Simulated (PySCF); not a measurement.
C3H3BCl2.
SMILES: `ClB(C1C=C1)Cl`

Method: MP2 and CCSD/aug-cc-pVDZ in PySCF, restricted Hartree–Fock reference, 14 core orbitals frozen, non-relativistic, gas phase, PBE0-D3(BJ)/def2-SVP geometry.

E(HF) = -1059.05634 Eh.

(1) How large is the problem?

(2) What are the MP2 and CCSD correlation energies?

(3) What is the T1 diagnostic?

(4) How does correlation change the dipole moment?

## Answers

(1) 173 basis functions and 60 electrons; 14 orbitals frozen, which leaves o = 16 correlated occupied and v = 143 virtual orbitals. That is o·v = 2288 singles and o·v(o·v + 1)/2 = 2618616 distinct closed-shell doubles amplitudes before symmetry; the costliest CCSD step grows as o²v⁴ = 1.1 × 10^11.

(2) MP2 -0.7784 Eh and CCSD -0.8237 Eh, which gives totals of -1059.83475 and -1059.88003 Eh. That is 0.700 eV for each correlated electron at CCSD (2163 kJ/mol in all, 0.078 % of the total energy); MP2 gives 94.5 % of the CCSD value.

(3) 0.0117, below the customary warning level of 0.02. It is the norm of the spatial-orbital singles amplitudes over the root of the number of correlated electrons, so the norm is 0.066.

(4) HF gives 2.50 D and CCSD (unrelaxed density) 2.27 D, a change of -0.23 D.

Connected triples and the basis-set limit are missing.

The job also held the EOM ionisation roots. Hardware: one thread of an Arm Neoverse V1, no GPU (shared host). Cost: 8.7 min wall.

Conformer computed: `[Cl:1][B:2]([Cl:3])[CH:4]1[CH:5]=[CH:6]1`: Cl1–B2–C4–C5 28°.

One conformer stands for the species.
